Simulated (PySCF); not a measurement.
A side-by-side comparison of computed properties.

First species: C8H16N2.
Structure used (GFN2-xTB), in Å, numbered top down from 1:
```xyz
26
C8H16N2 angstrom
C     -2.3677    1.4849   -1.6465
C     -1.4582    1.4255   -0.6791
N     -1.1091    0.3081    0.0478
N      0.0631    0.3202    0.8276
C      1.3034    0.3464    0.0564
C      2.4933    0.4516    1.0030
C      3.8171    0.3569    0.2560
C     -1.5094   -0.9810   -0.4118
C     -2.8152   -1.5350    0.0885
C     -1.5204   -2.0996    0.5816
H     -2.8989    0.6187   -1.9946
H     -2.6194    2.4260   -2.0988
H     -0.9565    2.3263   -0.3440
H      0.0257    1.1277    1.4469
H      1.3537   -0.5934   -0.5020
H      1.3288    1.1750   -0.6715
H      2.4437    1.4034    1.5386
H      2.4229   -0.3492    1.7410
H      4.6509    0.4456    0.9478
H      3.8978    1.1515   -0.4831
H      3.8963   -0.5983   -0.2576
H     -1.2303   -1.2118   -1.4394
H     -3.3862   -0.9173    0.7631
H     -3.4151   -2.1213   -0.5907
H     -1.2121   -1.8576    1.5858
H     -1.2190   -3.0807    0.2483
```

Second species: C₉H₄FN.
SMILES: `C#Cc1ccc(C#N)c(F)c1`

Levels: PBE0/pcSseg-1 for HOMO energy, LUMO energy and HOMO–LUMO gap. Geometries: GFN2-xTB. All species are isolated and taken at one optimised geometry, non-relativistic unless stated; the electronic structure was computed with PySCF and density fitting.

Values for the first species:

* HOMO energy: -5.55 eV
* LUMO energy: 1.07 eV
* HOMO–LUMO gap: 6.62 eV

Problem. Estimate the same properties for the second species, and the change in each.

Solution. 
```json
{"property": "HOMO energy", "first": "-5.55 eV", "second": "-7.64 eV", "second less first": "-2.09 eV"}
{"property": "LUMO energy", "first": "1.07 eV", "second": "-2.37 eV", "second less first": "-3.44 eV"}
{"property": "HOMO–LUMO gap", "first": "6.62 eV", "second": "5.27 eV", "second less first": "-1.35 eV"}
```

One conformer stands for the species.
